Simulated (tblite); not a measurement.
C₄H₉F₃Si₂.
SMILES with atom numbers: `[CH3:1][SiH2:2]/[CH:3]=[C:4](/[SiH3:5])[C:6]([F:7])([F:8])[F:9]` (hydrogens: H10, H11, H12 on C1; H13, H14 on Si2; H15 on C3; H16, H17, H18 on Si5)

Computed with GFN2-xTB (tblite), gas phase: L-BFGS steps from a force-field or distance-geometry start until the largest atomic force falls under 0.01 eV/Å.

Step 9: E = -837.7216 eV
```
atom  x, y, z in Å  |  force x, y, z in eV/Å
C1      2.7825   -0.3420   -0.4015    0.001  -0.004   0.026
Si2     1.7416    0.8202    0.6777   -0.025  -0.046  -0.043
C3     -0.0149    0.9403   -0.0328   -0.008   0.012   0.008
C4     -1.0435    0.0973   -0.0071   -0.056   0.106  -0.043
Si5    -2.7453    0.4845   -0.7600   -0.027  -0.007  -0.026
C6     -1.0041   -1.2523    0.6078   -0.008   0.049  -0.020
F7      0.1839   -1.6747    1.0669    0.054   0.028  -0.007
F8     -1.8542   -1.3398    1.6545    0.040  -0.065  -0.011
F9     -1.4097   -2.1931   -0.2764    0.007  -0.016   0.082
H10     2.8405   -0.0032   -1.4327   -0.028   0.022   0.018
H11     2.3692   -1.3448   -0.4031    0.009  -0.044  -0.008
H12     3.7963   -0.4012   -0.0181    0.019  -0.017  -0.005
H13     1.6639    0.3898    2.0736    0.042  -0.001   0.009
H14     2.2961    2.1827    0.5884   -0.055  -0.045   0.032
H15    -0.2301    1.8771   -0.5331    0.032   0.055   0.006
H16    -2.6893    0.0924   -2.1718   -0.029   0.006   0.058
H17    -2.9214    1.9331   -0.6140    0.005  -0.076  -0.021
H18    -3.7702   -0.2603   -0.0298    0.027   0.043  -0.056
```

Step 10: E = -837.7237 eV
```
atom  x, y, z in Å  |  force x, y, z in eV/Å
C1      2.7834   -0.3435   -0.4001   -0.001  -0.020   0.007
Si2     1.7406    0.8165    0.6804   -0.058  -0.047  -0.104
C3     -0.0175    0.9424   -0.0323    0.010   0.025   0.000
C4     -1.0459    0.0987   -0.0072   -0.034   0.118  -0.040
Si5    -2.7453    0.4838   -0.7611   -0.032  -0.003  -0.031
C6     -1.0050   -1.2506    0.6077    0.019   0.066  -0.021
F7      0.1862   -1.6670    1.0635    0.064   0.005   0.008
F8     -1.8511   -1.3397    1.6577    0.040  -0.074  -0.038
F9     -1.4071   -2.1927   -0.2766   -0.008  -0.009   0.102
H10     2.8395   -0.0029   -1.4313   -0.030   0.022   0.027
H11     2.3711   -1.3472   -0.4043    0.012  -0.029  -0.003
H12     3.7990   -0.4041   -0.0205    0.001  -0.007   0.003
H13     1.6681    0.3904    2.0751    0.031  -0.022   0.051
H14     2.2907    2.1782    0.5907   -0.033  -0.005   0.027
H15    -0.2320    1.8806   -0.5344    0.048  -0.001   0.039
H16    -2.6918    0.0916   -2.1710   -0.023  -0.004   0.024
H17    -2.9213    1.9300   -0.6150   -0.002  -0.030  -0.020
H18    -3.7701   -0.2582   -0.0329   -0.004   0.016  -0.031
```

Step 11: E = -837.7257 eV
```
atom  x, y, z in Å  |  force x, y, z in eV/Å
C1      2.7845   -0.3456   -0.3987   -0.004  -0.036  -0.014
Si2     1.7386    0.8116    0.6817   -0.068  -0.041  -0.109
C3     -0.0201    0.9451   -0.0317    0.019   0.032  -0.011
C4     -1.0492    0.1021   -0.0080   -0.003   0.081  -0.016
Si5    -2.7461    0.4832   -0.7631   -0.029   0.003  -0.027
C6     -1.0052   -1.2475    0.6073    0.047   0.059  -0.011
F7      0.1897   -1.6588    1.0600    0.057   0.002   0.009
F8     -1.8470   -1.3409    1.6602    0.035  -0.061  -0.049
F9     -1.4045   -2.1923   -0.2749   -0.016  -0.001   0.094
H10     2.8379   -0.0022   -1.4293   -0.028   0.018   0.028
H11     2.3734   -1.3503   -0.4057    0.015  -0.017   0.000
H12     3.8018   -0.4072   -0.0230   -0.019   0.005   0.012
H13     1.6730    0.3905    2.0775    0.018  -0.035   0.059
H14     2.2843    2.1734    0.5937   -0.013   0.026   0.019
H15    -0.2333    1.8841   -0.5350    0.061  -0.029   0.060
H16    -2.6949    0.0906   -2.1699   -0.017  -0.019  -0.028
H17    -2.9212    1.9262   -0.6164   -0.012   0.031  -0.018
H18    -3.7702   -0.2557   -0.0366   -0.043  -0.017   0.002
```

Step 12: E = -837.7274 eV
```
atom  x, y, z in Å  |  force x, y, z in eV/Å
C1      2.7854   -0.3482   -0.3977   -0.010  -0.040  -0.024
Si2     1.7358    0.8065    0.6815   -0.044  -0.026  -0.056
C3     -0.0221    0.9477   -0.0313    0.018   0.022  -0.018
C4     -1.0523    0.1065   -0.0088    0.020   0.018   0.011
Si5    -2.7477    0.4828   -0.7654   -0.025   0.008  -0.014
C6     -1.0042   -1.2435    0.6069    0.061   0.031   0.005
F7      0.1938   -1.6513    1.0570    0.044   0.013   0.002
F8     -1.8426   -1.3429    1.6614    0.027  -0.031  -0.036
F9     -1.4024   -2.1917   -0.2716   -0.014   0.006   0.061
H10     2.8360   -0.0012   -1.4272   -0.023   0.012   0.017
H11     2.3758   -1.3535   -0.4070    0.015  -0.016  -0.001
H12     3.8040   -0.4100   -0.0250   -0.033   0.015   0.020
H13     1.6778    0.3900    2.0807    0.006  -0.036   0.029
H14     2.2783    2.1695    0.5967   -0.004   0.034   0.011
H15    -0.2335    1.8868   -0.5345    0.065  -0.018   0.058
H16    -2.6980    0.0892   -2.1695   -0.011  -0.031  -0.071
H17    -2.9214    1.9234   -0.6179   -0.022   0.079  -0.018
H18    -3.7711   -0.2539   -0.0398   -0.071  -0.042   0.025
```

Problem. Estimate the geometry and energy of step 13. (The exact step hangs on the optimiser's Hessian estimate; all steps are aligned on step 12, rigid shifts and turns removed.)

Solution. E = -837.7288 eV, largest force 0.097 eV/Å
```
atom  x, y, z in Å  |  force x, y, z in eV/Å
C1      2.7858   -0.3507   -0.3974   -0.018  -0.028  -0.021
Si2     1.7330    0.8022    0.6805   -0.002  -0.005   0.013
C3     -0.0232    0.9498   -0.0312    0.013   0.001  -0.016
C4     -1.0543    0.1101   -0.0094    0.023  -0.030   0.025
Si5    -2.7495    0.4826   -0.7674   -0.024   0.011  -0.003
C6     -1.0023   -1.2399    0.6066    0.053  -0.002   0.016
F7      0.1978   -1.6455    1.0549    0.034   0.024  -0.006
F8     -1.8387   -1.3450    1.6616    0.021   0.002  -0.008
F9     -1.4012   -2.1911   -0.2678   -0.003   0.008   0.020
H10     2.8341   -0.0003   -1.4253   -0.017   0.005   0.000
H11     2.3777   -1.3564   -0.4080    0.012  -0.022  -0.005
H12     3.8050   -0.4117   -0.0261   -0.037   0.021   0.025
H13     1.6814    0.3890    2.0833   -0.003  -0.030  -0.014
H14     2.2737    2.1673    0.5991   -0.003   0.021   0.005
H15    -0.2325    1.8887   -0.5331    0.059   0.014   0.042
H16    -2.7006    0.0877   -2.1706   -0.008  -0.033  -0.081
H17    -2.9220    1.9229   -0.6195   -0.027   0.091  -0.021
H18    -3.7731   -0.2533   -0.0418   -0.073  -0.045   0.030
```

The energy changes by -0.0013 eV. The first-order estimate −F·Δx gives -0.0019 eV and the mean of the old and new forces, exact on a quadratic surface, -0.0013 eV. The step makes an angle of 63° with the force vector and moves no atom by more than 0.007 Å.

What follows is the cost of the whole relaxation. On an Arm Neoverse V1 with one thread, shared host with 64 logical CPUs at a one-minute load of 25, this took 1.3 s wall.
